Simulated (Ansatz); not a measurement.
`[Cl][GaH][Cl]` → Cl• + `[Cl][GaH]`• at 500 K and 1 bar (homolysis of the Cl–Ga bond).

Computed with Ansatz on PBE0-D4/def2-TZVP structures; ΔE is electronic, products minus reactants. CBS: MP2 limit from def2 TZ/QZ plus the TZ coupled-cluster correction, frozen cores. This one scheme is used for every species, atoms too. No spin–orbit coupling; open shells (•) take unrestricted orbitals. Spin–orbit coupling would lower the free atoms: a little for Cl. For Ga outer-core shells are correlated without core-valence functions, so the limit isn't a true one: a few kJ/mol of doubt a bond, and 10 to 20 or more in all where bonds break to atoms. Scalar relativity is left out up to krypton.

```csv
species,CCSD(T)/CBS energy (Eh),H − E (kJ/mol),S (J/(mol·K))
`[Cl][GaH][Cl]`,-2844.19972,52.5,334.9
Cl•,-459.70966,10.4,179.0
`[Cl][GaH]`•,-2384.31860,36.8,294.5
```

H − E and S are ideal-gas, rigid-rotor, harmonic terms from PBE0-D4/def2-TZVP, with the whole ground term of open shells counted as degenerate. 1 Eh = 2625.50 kJ/mol, R = 8.31446 J/(mol·K).

By hand: ΔE, ΔH, ΔS and ΔG.

ΔE = (-459.70966) + (-2384.31860) − (-2844.19972) = 0.17146 Eh = 450.2 kJ/mol. Δ(H − E) = 10.4 + 36.8 − 52.5 = -5.3, so ΔH = 444.9 kJ/mol. ΔS = 179.0 + 294.5 − 334.9 = 138.6 J/(mol·K). ΔG = 444.9 − 500 × (138.6)/1000 = 375.6 kJ/mol.

By hand: the equilibrium constant, and the temperature at which ΔG would vanish if ΔH and ΔS stayed fixed.

log₁₀ K = −ΔG/(RT ln 10) = -39.2. ΔG = 0 at ΔH/ΔS = 3210 K, far beyond where these terms or the molecules hold.

The number of gas molecules changes by +1, which sets the sign of ΔS. A doubt of 5 kJ/mol in ΔE shifts log₁₀ K by 0.5 here. These are equilibria of isolated gas molecules and say nothing of rates. Largest T1 diagnostic: 0.015 (customary marks: 0.02 for closed shells, 0.045 for open ones).
